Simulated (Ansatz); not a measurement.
Program: Ansatz. Geometries: PBE0-D4/def2-TZVP. ΔE: electronic, gas phase. CBS: MP2 limit from def2 TZ/QZ plus the TZ coupled-cluster correction, frozen cores. Functionals use def2-TZVPP. For Ge outer-core shells are correlated without core-valence functions, which leaves a few kJ/mol of doubt a bond. Scalar relativity is left out up to krypton. One conformer a species, not always the lowest.

`C[O][GeH]([CH3])[SiH3]` + `BN[SiH3]` → `BN[SiH2][SiH3]` + `C[O][GeH2][CH3]`  (formal exchange of groups at the Si–Ge bond)

| level | ΔE (eV) |
| --- | --- |
| BLYP-D4 | 0.18 |
| r2SCANh-D4 | 0.15 |
| BHLYP | 0.15 |
| CCSD(T)/def2-SVP | 0.16 |

Task: What does CCSD(T)/CBS give? (An estimate is asked.)

Result: Computed: +0.17 eV. The listed levels differ from it by 0.01, -0.02, -0.02, -0.01 eV.

Largest T1 diagnostic among the species: 0.013.

Leaving LDA and LC-ωPBE aside and taking each functional with its dispersion term where it has one, the values, not all of them listed here, spread over 0.10 eV, from B97M-V to ωB97M-V.
